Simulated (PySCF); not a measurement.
## `C(#N)[C@@H]1C[C@@H]1[GeH2][Br]`, C4H6BrGeN

Geometry:
| atom | x (Å) | y (Å) | z (Å) |
| --- | --- | --- | --- |
| N1 | -0.077 | 2.387 | -1.352 |
| C2 | -0.628 | 1.461 | -0.963 |
| C3 | -1.233 | 0.275 | -0.473 |
| C4 | -1.084 | -0.037 | 0.988 |
| C5 | -0.284 | -0.814 | -0.007 |
| Ge6 | 1.667 | -0.544 | -0.191 |
| Br7 | 2.418 | 0.550 | 1.651 |
| H8 | -2.149 | -0.007 | -0.980 |
| H9 | -0.575 | 0.692 | 1.607 |
| H10 | -1.912 | -0.525 | 1.482 |
| H11 | -0.612 | -1.829 | -0.202 |
| H12 | 2.376 | -1.882 | -0.195 |
| H13 | 2.088 | 0.273 | -1.383 |

Computed with TDDFT B3LYP/def2-SVPD circular dichroism and optical rotation, one conformer, gas phase (PySCF 2.14.0). Geometry: GFN2-xTB.

The molecule is flexible and this is one conformer; a measurement averages over conformers. The calculation is non-relativistic, which matters for the atoms heavier than Zn.

Question: Assign R or S to each stereocentre.

Answer: C3 S, C5 S.

Question: Which excitations and rotatory strengths does the calculation give?

Answer: Rotatory strengths R in 10⁻⁴⁰ esu² cm², velocity form and length form (origin at the centre of mass); f in length form.
```tsv
state	E (eV)	λ (nm)	f	R (velocity)	R (length)	main
1	6.06	205	0.014	-1.8	-1.7	HOMO→LUMO 0.99
2	6.17	201	0.023	-4.3	-4.6	HOMO−1→LUMO 0.98
3	6.78	183	0.002	+0.1	+0.1	HOMO−2→LUMO 0.76, HOMO−2→LUMO+1 0.13
4	7.04	176	0.002	+2.9	+2.8	HOMO→LUMO+1 0.59, HOMO−1→LUMO+1 0.25
5	7.05	176	0.007	+1.4	+1.2	HOMO→LUMO+1 0.38, HOMO−1→LUMO+1 0.37
6	7.20	172	0.0004	+2.9	+3.4	HOMO→LUMO+2 0.86, HOMO→LUMO+3 0.10
7	7.23	171	0.003	+8.4	+8.6	HOMO−2→LUMO+1 0.46, HOMO−1→LUMO+1 0.28
8	7.29	170	0.001	-1.0	-0.8	HOMO−3→LUMO 0.57, HOMO−1→LUMO+2 0.26
9	7.36	168	0.015	+64.4	+64.0	HOMO−1→LUMO+2 0.55, HOMO−3→LUMO 0.22
10	7.43	167	0.004	+16.8	+16.7	HOMO→LUMO+3 0.67, HOMO−1→LUMO+3 0.17
11	7.48	166	0.023	+9.0	+8.4	HOMO−1→LUMO+3 0.60, HOMO→LUMO+3 0.17
12	7.59	163	0.022	+28.1	+28.1	HOMO−3→LUMO+1 0.30, HOMO−2→LUMO+2 0.27
13	7.73	160	0.007	-16.7	-17.0	HOMO→LUMO+4 0.68, HOMO→LUMO+5 0.14
14	7.77	160	0.004	-3.7	-3.2	HOMO−3→LUMO+2 0.19, HOMO−4→LUMO 0.19
15	7.82	159	0.010	+19.2	+18.6	HOMO−1→LUMO+4 0.54, HOMO−4→LUMO 0.17
16	7.92	157	0.053	+15.3	+14.0	HOMO−2→LUMO+2 0.33, HOMO−2→LUMO+3 0.21
```

Among the states computed, the strongest CD band (largest |R|) is state 9. The largest dissymmetry factor in size, g = 4R/(D+G), with D and G the electric and magnetic dipole strengths, is +0.12 for state 6 (velocity form, f = 0.0003), among bands with |R| over 0.5. The mirror image has the same energies and oscillator strengths and all R with the opposite sign.
